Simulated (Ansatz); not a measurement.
## Four-centre ligand exchange

Start structure (BHBrF3, closed shell), relaxed at PBE0-D4/def2-TZVP:

B1  (-0.857, -0.205, 0.189)
Br2  (-0.048, 0.053, 1.912)
F3  (-0.910, -1.403, -0.329)
F4  (-1.452, 0.797, -0.403)
H5  (1.915, 0.461, -0.328)
F6  (1.352, 0.298, -1.042)
(Å)

The step: BBrF₂ ([F][B]([F])[Br]) + HF → BF₃ ([F][B]([F])[F]) + HBr; bonds formed: B1–F6, Br2–H5; bonds broken: B1–Br2, H5–F6. Computed with Ansatz 0.2.0 (basis: def2-TZVPP and def2-QZVPP); correlated methods freeze the cores. Filled d shells of the heavier atoms are correlated. The def2 sets are not built for correlating such inner shells, so the correlated values are less sure here. Extrapolation: Hartree–Fock as exp(−7.88 √X), correlation as X^−2.97. Energies below are by CCSD(T) at an estimated basis limit (MP2 extrapolated from triple and quadruple zeta, plus CCSD(T) − MP2 in triple zeta).

(1) What are the electronic barrier and the energy of the step, from the start structure to the end structure? (To be estimated.)

T1 diagnostic: at most 0.011.

## Answers

(1) By the calculation: Barrier 0.690 eV; step energy -0.731 eV (downhill); reverse barrier, their difference, 1.421 eV. Barrier and step energy count from the start structure, the reverse barrier from the end structure.

The saddle point: One imaginary mode of 816i cm⁻¹.
```csv
pair,start (Å),saddle (Å),end (Å)
B1–F6,2.58,1.53,1.31
Br2–H5,3.01,1.72,1.42
B1–Br2,1.92,2.21,3.26
H5–F6,0.92,1.14,3.13
```

Zero-point energy (harmonic, PBE0-D4): ZPE is 0.574 eV at the start and 0.506 eV at the saddle, so the barrier goes from 0.690 to 0.622 eV.

Labels in which every atom is bracketed show which atoms are joined, not bond orders.

For scale, one of the runs: CCSD(T)/def2-TZVPP, 186 basis functions, launched by `ansatz run in.yaml --threads 4 --pin off --events-out ev --progress --plain --max-ram 9574MiB`. Time: 72 s of wall clock on 4 CPU threads of an Arm Neoverse V2; the host was shared. Peak host memory: 2.3 GiB.
